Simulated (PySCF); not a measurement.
# Solvent effects on NMR parameters

Geometry:
| atom | x (Å) | y (Å) | z (Å) |
| --- | --- | --- | --- |
| C1 | -3.252 | -0.513 | 0.416 |
| C2 | -1.988 | -0.348 | 0.024 |
| C3 | -1.478 | 0.751 | -0.879 |
| C4 | 0.025 | 0.835 | -0.582 |
| C5 | 0.312 | 1.700 | 0.640 |
| C6 | 0.377 | -0.664 | -0.363 |
| C7 | 1.715 | -0.861 | 0.322 |
| C8 | 2.941 | -0.631 | -0.525 |
| O9 | 1.797 | -1.172 | 1.487 |
| C10 | -0.815 | -1.220 | 0.415 |
| H11 | -3.544 | -1.345 | 1.063 |
| H12 | -4.040 | 0.179 | 0.106 |
| H13 | -1.627 | 0.453 | -1.932 |
| H14 | -2.003 | 1.708 | -0.736 |
| H15 | 0.576 | 1.239 | -1.447 |
| H16 | -0.024 | 2.733 | 0.465 |
| H17 | -0.213 | 1.324 | 1.531 |
| H18 | 1.386 | 1.734 | 0.880 |
| H19 | 0.435 | -1.129 | -1.363 |
| H20 | 3.834 | -0.585 | 0.111 |
| H21 | 3.049 | -1.467 | -1.235 |
| H22 | 2.848 | 0.287 | -1.124 |
| H23 | -0.993 | -2.286 | 0.207 |
| H24 | -0.603 | -1.146 | 1.494 |

GIAO PBE0/pcSseg-1 in PySCF 2.14.0 with density-fitted response routines on one PBE0-D3(BJ)/def2-SVP conformer, non-relativistic, equivalent nuclei averaged. Solvents enter as an IEF-PCM continuum (acetone with ε = 20.5, water with ε = 78.4) around the gas-phase geometry. Shifts are referred to TMS computed in the same medium.

Gas phase, δ in ppm: C7 211.0, C2 159.0, C1 115.0, C6 56.9, C3 46.0, C4 40.0, C10 31.4, C8 31.1, C5 16.4, H12 5.36, H11 5.33, H24 3.11, H19 2.74, H13 2.64. Dipole moment 2.93 D.

Q: How does each δ change in the continuum?

A: 
```json
{"atoms": "C7", "environment": "ketone carbonyl carbon", "Δδ, acetone": "+8.4", "Δδ, water": "+9.0"}
{"atoms": "C2", "environment": "fully substituted alkene carbon", "Δδ, acetone": "+4.5", "Δδ, water": "+4.8"}
{"atoms": "C1", "environment": "terminal =CH2 carbon", "Δδ, acetone": "-1.1", "Δδ, water": "-1.2"}
{"atoms": "C6", "environment": "sp3 CH α to a carbonyl", "Δδ, acetone": "+1.0", "Δδ, water": "+1.1"}
{"atoms": "C3", "environment": "allylic sp3 CH2", "Δδ, acetone": "+0.9", "Δδ, water": "+0.9"}
{"atoms": "C4", "environment": "sp3 CH in a ring", "Δδ, acetone": "+0.9", "Δδ, water": "+1.0"}
{"atoms": "C10", "environment": "allylic sp3 CH2", "Δδ, acetone": "+0.8", "Δδ, water": "+0.8"}
{"atoms": "C8", "environment": "methyl carbon α to a carbonyl", "Δδ, acetone": "+2.0", "Δδ, water": "+2.1"}
{"atoms": "C5", "environment": "methyl carbon", "Δδ, acetone": "+0.4", "Δδ, water": "+0.4"}
{"atoms": "H12", "environment": "hydrogen on a terminal =CH2 carbon", "Δδ, acetone": "+0.03", "Δδ, water": "+0.03"}
{"atoms": "H11", "environment": "hydrogen on a terminal =CH2 carbon", "Δδ, acetone": "0.00", "Δδ, water": "-0.01"}
{"atoms": "H24", "environment": "hydrogen on an allylic sp3 CH2", "Δδ, acetone": "-0.24", "Δδ, water": "-0.27"}
{"atoms": "H19", "environment": "hydrogen on an sp3 CH α to a carbonyl", "Δδ, acetone": "+0.36", "Δδ, water": "+0.39"}
{"atoms": "H13", "environment": "hydrogen on an allylic sp3 CH2", "Δδ, acetone": "+0.11", "Δδ, water": "+0.12"}
```

Changes are relative to the gas phase. The dipole moment becomes 4.12 D in acetone, 4.22 D in water.

Q: Which nuclei move most (in ppm), and what does the model miss?

A: C7 (ketone carbonyl carbon, +9.0 ppm) in water. A continuum only polarises the solute; specific hydrogen bonds, the anisotropy of aromatic solvents and changes of geometry or conformer are outside it.
